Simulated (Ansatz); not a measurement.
Ansatz results at the PBE0-D4/def2-TZVP geometry: size of the dipole moment (ωB97M-V/def2-TZVPP) 2.60 D; HOMO–LUMO gap (PBE/def2-TZVPP) 3.62 eV; HOMO energy (ωB97M-V/def2-TZVPP) -10.61 eV.

Each molecule was computed in one conformer, which needn't be the lowest.

(1) Which molecule gave them?
A. `C[O][SnH3]`
B. `C=C[CH2][SnH3]`
C. `C[O][Sn]([SH])([Cl])[Cl]`
D. `CC(C)[O][Sn]([Cl])([Cl])[O]C(C)C`

Answers

(1) D. The others give `C=C[CH2][SnH3]`: 0.52, 4.81, -9.00; `C[O][SnH3]`: 1.45, 4.76, -9.88; `C[O][Sn]([SH])([Cl])[Cl]`: 1.52, 3.55, -10.50.
